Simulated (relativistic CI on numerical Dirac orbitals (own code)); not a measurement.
## Hyperfine structure of Au⁵⁹⁺, mass number 197

Calculated at this level of theory: Dirac-Coulomb-Breit CI, KLI orbitals optimised for each configuration, model QED (radiative potential, 1s self-energy scaled to tabulated hydrogen-like ionisation energies), unscaled Slater integrals (own radial code, finite nucleus).

Configurations in the expansion (outside the closed core [Ne]): 3s²3p⁶3d², 3s²3p⁵3d³, 3s3p⁶3d³, 3s²3p⁶3d4s, 3s²3p⁶3d4p, 3s²3p⁶3d4d, 3s²3p⁵3d²4s, 3s²3p⁶3d4f, 3s²3p⁵3d²4p, 3s²3p⁵3d²4d, 3p⁶3d⁴, 3p⁵3d⁵, 3p⁵3d⁴4s, 3p⁶3d³4s, 3p⁵3d³4s². Double excitations out of closed p, d and f shells are left out; levels of such configurations are missing from the list, as are those of other unlisted configurations, and high levels can miss mixing partners. These lack a partner that the ground configuration has and come out too high: 3s²3p⁵3d²4p, 3s²3p⁵3d²4d.

Nuclear spin I = 3/2, μ = 0.1452 μN, Q = 0.547 b (tables of Stone and Pyykkö). The electronic factors are computed for point nuclear moments, without core polarisation or the Bohr-Weisskopf and QED corrections.

```
        Level  E (cm⁻¹)  A (MHz)  B (MHz)
3s²3p⁶3d² ³F2         0    13460     2750
3s²3p⁶3d² ³F3    799602     7598    20700
3s²3p⁶3d² ¹G4    923386     8176   105000
3s²3p⁶3d² ³P1    938785   -846.7    22300
3s²3p⁶3d² ³F4   1671791     5309    56500
```

Levels with J = 0, under 50 % of one LS term, or S terms without an open s electron are left out. Small factors come from cancelling terms and can be off by tens of per cent or more.

At this charge energies of transitions that change n are usually good to better than 1 %, and those within a shell (Δn = 0) to a few per cent.

Task: Give the hyperfine levels of 3s²3p⁶3d² ³F2 relative to its centre of gravity.

Result: With K = F(F + 1) − I(I + 1) − J(J + 1), E = AK/2 + B[¾K(K + 1) − I(I + 1)J(J + 1)]/[2I(2I − 1)J(2J − 1)]: F = 1/2: -58170, F = 3/2: -40390, F = 5/2: -8453, F = 7/2: 41080 MHz.

LS names give the leading component of a level, which can be under half, so a name can repeat, a term be missing and a line seem to break the LS rules.
